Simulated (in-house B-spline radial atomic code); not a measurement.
Values are calculated unless marked as measured or tabulated.
**Making a Troullier-Martins s channel for I, r_c = 1.34 bohr**

I, [Kr] 4d10 5s2 5p5, non-relativistic PBE, spherical and spin-unpolarised, from a B-spline radial code for spherical atoms (atomic units). The all-electron 5s level is ε = -0.588586 hartree, its outermost node lies just inside 0.93 bohr and its outer maximum at 1.78 bohr.

Inside r_c the pseudo-orbital is u(r) = r^1 exp(p(r)), with p = c0 + c2 r² + c4 r⁴ + … + c12 r¹². The seven coefficients follow from p and its first four derivatives at r_c, from zero curvature of the screened potential at the origin, c4 = −c2²/(2l + 5), and from the norm inside r_c. At r_c the all-electron orbital has P = 0.6334085, P' = 0.9205382, the screened potential V = -2.830552, V' = 5.294873, V'' = -13.66288, and the norm inside is Q = 0.1236716.

Problem. What are p, p' and p'' at r_c?

Solution. p = ln(P/r_c^1) = ln(0.6334085/1.34) = -0.74931. p' = P'/P − 1/r_c = 1.45331 − 0.74627 = 0.70704. The radial equation gives p'' = 2(V − ε) − 2(1) p'/r_c − p'² = -4.48393 − (1.05528) − 0.49991 = -6.03912. Differentiating, p''' = 2V' + 2(1)p'/r_c² − 2(1)p''/r_c − 2p'p'' = 28.931, and p'''' = 2V'' − 4(1)p'/r_c³ + 4(1)p''/r_c² − 2(1)p'''/r_c − 2p''² − 2p'p''' = -198.99.

For a trial c2 the five matching conditions are linear in c0, c6, c8, c10 and c12, and c2 is varied until the norm inside r_c equals Q. The root nearest zero gives:

```csv
n,c_n
0,0.2441578
2,-3.421205
4,-2.340929
6,10.17943
8,-8.544632
10,2.96389
12,-0.3799381
```

Problem. Check c4 and p(r_c), and find the screened pseudopotential at the origin.

Solution. −c2²/5 = -2.34093, as listed. The terms c_n r_c^n are 0.24416, -6.14312, -7.54757, 58.93213, -88.82429, 55.32355, -12.73416, which sum to -0.74931. Inverting the radial equation, V_l(r) = ε + 1 p'/r + (p'' + p'²)/2, so V_l(0) = ε + (2l + 3) c2 = -0.588586 + 3 × (-3.42121) = -10.8522 hartree, finite where the all-electron potential diverges.

Orbitals and screened potentials:

| r (bohr) | P | u | V all-electron | V pseudo |
| --- | --- | --- | --- | --- |
| 0.134 | -0.035 | 0.1608 | -231.8 | -10.77 |
| 0.335 | 0.1172 | 0.2866 | -54.33 | -8.275 |
| 0.536 | -0.3715 | 0.2549 | -22.64 | -1.142 |
| 0.737 | -0.3149 | 0.2035 | -11.74 | 4.691 |
| 0.938 | 0.03755 | 0.2362 | -6.759 | 7.023 |
| 1.139 | 0.3889 | 0.4061 | -4.236 | 1.761 |
| 1.34 | 0.6334 | 0.6334 | -2.831 | -2.831 |

Logarithmic derivatives P'/P at R = 1.64 bohr, for energies E around ε:

```json
{"E − ε (hartree)": "-0.5", "all-electron": "0.690588", "pseudo": "0.667428"}
{"E − ε (hartree)": "-0.25", "all-electron": "0.490132", "pseudo": "0.482599"}
{"E − ε (hartree)": "-0.1", "all-electron": "0.362494", "pseudo": "0.36104"}
{"E − ε (hartree)": "0", "all-electron": "0.273968", "pseudo": "0.273954"}
{"E − ε (hartree)": "0.1", "all-electron": "0.182461", "pseudo": "0.180543"}
{"E − ε (hartree)": "0.25", "all-electron": "0.0391206", "pseudo": "0.0238792"}
{"E − ε (hartree)": "0.5", "all-electron": "-0.218153", "pseudo": "-0.322106"}
```

Problem. With P(R) = 0.7962917 and a norm of 0.2852775 inside R, what slope in energy does norm conservation fix?

Solution. d(P'/P)/dE = −2 × (norm inside R)/P(R)² = -0.8998 per hartree·bohr at E = ε, for both atoms, since orbital and norm agree at R. Differences over ±0.1 hartree give -0.9002 (all-electron) and -0.9025 (pseudo), which also hold third-order terms. Half a hartree below ε the two curves differ by -0.0232.
